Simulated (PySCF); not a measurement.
## Calculated data, Al2BH3N, CH5AlNSi

Calculation on a computer-drawn molecule: optimised geometry and harmonic frequencies of an isolated molecule of the commonest isotopes, restricted reference for singlets and unrestricted otherwise, frozen core in MP2. Program: PySCF 2.14.0.

Common to all runs: basis cc-pV(D+d)Z.

(1) Al2BH3N

Start structure:
```xyz
7
Al2BH3N
N     -5.0837    -2.2377     0.0928
B     -3.8329    -1.8486    -0.1345
Al    -1.8911    -1.3266    -0.4871
Al     0.5825    -0.6782    -0.9737
H     -5.9855    -2.4214     0.3155
H      1.0343     0.6687    -0.2991
H      1.4516    -1.6767    -1.8233
```

Settings of this run: charge 1, multiplicity 1 and method HF.

The calculation gives: rotational constants 121.1, 1.153, 1.142 GHz; total energy -564.4700 hartree; convergence status largest gradient component 3.829e-05 hartree/bohr.

Drawn bonds:
```
atom  other atom  order
   1           2      2
   2           3      1
   3           4      1
   1           5      1
   4           6      1
   4           7      1
```

Optimised structure:
```xyz
7
Al2BH3N
N     -5.0492    -2.1939     0.1053
B     -3.8898    -1.8790    -0.1112
Al    -1.9107    -1.3429    -0.4812
Al     0.6609    -0.6528    -0.9636
H     -5.9903    -2.4493     0.2811
H      1.0494     0.7018    -0.3007
H      1.4048    -1.7043    -1.8391
```

Modes:
```
frequency (cm⁻¹)  reduced mass (dalton)
           74.32                  5.592
           77.63                  7.187
           247.1                  4.425
           249.5                  11.17
           256.4                  6.231
           416.1                  1.216
           545.4                  14.11
           564.7                  1.137
           682.3                   1.23
           683.7                   1.23
           752.2                  1.056
            2071                   1.02
            2101                  7.349
            2109                  1.068
            4019                  1.107
```

(2) Al2BH3N

Start structure:
```xyz
7
Al2BH3N
N     -5.0492    -2.1939     0.1053
B     -3.8898    -1.8790    -0.1112
Al    -1.9107    -1.3429    -0.4812
Al     0.6609    -0.6528    -0.9636
H     -5.9903    -2.4493     0.2811
H      1.0494     0.7018    -0.3007
H      1.4048    -1.7043    -1.8391
```

It was run with charge 1, multiplicity 1 and method MP2.

It finds rotational constants 120.5, 1.158, 1.147 GHz; total energy -564.8142 hartree; convergence status largest gradient component 2.18e-05 hartree/bohr.

Drawn bonds:
```
atom  other atom  order
   1           2      2
   2           3      1
   3           4      1
   1           5      1
   4           6      1
   4           7      1
```

Optimised structure:
```xyz
7
Al2BH3N
N     -5.0519    -2.1942     0.1060
B     -3.8566    -1.8704    -0.1175
Al    -1.9041    -1.3428    -0.4828
Al     0.6564    -0.6543    -0.9627
H     -6.0108    -2.4538     0.2852
H      1.0417     0.7033    -0.2974
H      1.4003    -1.7083    -1.8402
```

Modes:
```
frequency (cm⁻¹)  reduced mass (dalton)
           68.83                  5.513
           72.07                  6.972
             213                  5.027
             221                  7.072
           250.9                  10.96
             399                  1.201
             548                  13.44
           548.5                  1.138
           607.6                   1.21
           608.8                   1.21
           725.5                  1.059
            1846                  7.641
            2033                  1.017
            2076                  1.069
            3778                  1.104
```

(3) CH5AlNSi

Start structure:
```xyz
9
CH5AlNSi
N     -2.4436     0.6542     0.3343
Si    -1.2528     0.0108    -0.5838
C      0.2363     0.7694    -1.4194
Al     1.9731     0.3599    -0.3989
H     -2.5796     1.6770     0.6336
H     -1.4160    -1.3271    -0.8255
H      0.3397     0.3886    -2.3966
H      0.1915     1.8840    -1.4933
H      1.8792    -0.3557     0.9392
```

It was run with charge 0, multiplicity 2 and method HF.

Results for CH5AlNSi: rotational constants 12.78, 1.996, 1.919 GHz; total energy -626.0240 hartree; spin squared 0.7541; convergence status largest gradient component 1.767e-05 hartree/bohr.

Drawn bonds:
```
atom  other atom  order
   1           2      2
   2           3      1
   3           4      1
   1           5      1
   2           6      1
   3           7      1
   3           8      1
   4           9      1
```

Optimised structure:
```xyz
9
CH5AlNSi
N     -2.5239     0.7527     0.2526
Si    -1.3466     0.0909    -0.5560
C      0.2112     0.8065    -1.2550
Al     1.8153     0.7095    -0.0794
H     -2.5932     1.7323     0.4574
H     -1.4133    -1.3642    -0.7666
H      0.4797     0.2196    -2.1464
H      0.0489     1.8454    -1.5576
H      2.2498    -0.7317     0.4406
```

Modes:
```
frequency (cm⁻¹)  reduced mass (dalton)
           53.71                  3.724
           115.6                  1.179
           172.2                  2.783
           290.4                   2.37
             476                  1.676
           515.7                  1.297
           580.1                  2.987
           645.8                  1.183
           718.6                  1.875
           767.9                   1.87
             798                  1.166
           913.7                  1.176
           966.5                  1.377
            1057                  1.136
            1235                  6.727
            1476                    1.1
            1922                  1.043
            2364                  1.042
            3137                  1.063
            3229                  1.096
            3830                  1.079
```
